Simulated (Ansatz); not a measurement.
Consider the formal hydrolysis of the Si–O bond: `O[SiH2][O][AlH2]` + H₂O → `O[SiH2]O` + `[OH][AlH2]`.

Isolated molecules relaxed with PBE0-D4/def2-TZVP in Ansatz; ΔE leaves out vibrations. CCSD(T)/CBS adds triple-zeta CCSD(T) − MP2 to the extrapolated MP2 energy (def2 sets, frozen cores). This one scheme is used for every species. DFT in def2-TZVPP. HSE06 is defined as in plane-wave codes. Each species was taken in one conformer, which may not be the lowest.

`O[SiH2][O][AlH2]`:

Cartesian coordinates in Å:
```
O -1.923 -0.671 -0.818
Si -0.729 0.453 -0.898
O 0.475 0.153 0.142
Al 1.699 -0.341 1.186
H -2.489 -0.669 -0.046
H -0.233 0.373 -2.290
H -1.271 1.801 -0.581
H 1.281 -1.103 2.505
H 3.191 0.004 0.800
```

H₂O:

Cartesian coordinates in Å:
```
O 0.127 0.213 0.300
H 0.591 0.023 -0.518
H -0.718 -0.236 0.217
```

`O[SiH2]O`:

Z-matrix (Å, degrees):
```
Si
O 1 1.642
O 1 1.642 2 113.5
H 1 1.481 2 111.5 3 116.9
H 1 1.481 2 103.8 3 -121.2
H 2 0.958 1 117.7 3 -66.0
H 3 0.958 1 117.7 2 -66.0
```

`[OH][AlH2]`:

Cartesian coordinates in Å:
```
O 0.387 -0.512 -1.034
Al -0.053 0.044 0.507
H 0.135 -0.072 -1.844
H -0.926 1.359 0.647
H 0.458 -0.819 1.724
```

Task: Is it downhill or uphill in electronic energy at CCSD(T)/CBS, and by how much? (An estimate is asked.)

Result: Ansatz gave: Uphill: ΔE = +24.0 kJ/mol.

Task: What do these levels give: r2SCAN-D4, r2SCANh-D4, B2PLYP, PBE-QIDH, r2SCAN, PBE0, r2SCAN0, HSE06, MP2/def2-SVP, MP2/def2-TZVPP, CCSD(T)/def2-TZVPP, MP2/def2-QZVPP? (Estimate.)

Result: The calculation gave: r2SCAN-D4 18.9, r2SCANh-D4 20.1, B2PLYP 19.3, PBE-QIDH 21.4, r2SCAN 18.1, PBE0 17.8, r2SCAN0 20.7, HSE06 17.8, MP2/def2-SVP 22.0, MP2/def2-TZVPP 21.8, CCSD(T)/def2-TZVPP 22.4, MP2/def2-QZVPP 23.3 kJ/mol.

Largest T1 diagnostic among the species: 0.012.

Leaving LDA and LC-ωPBE aside and taking each functional with its dispersion term where it has one, the values, not all of them listed here, spread over 10.6 kJ/mol, from PBE-D4 to BHLYP-D4. From BLYP to BHLYP (50 % exact exchange), in def2-TZVPP and without D4, ΔE moves by +7.9 kJ/mol.
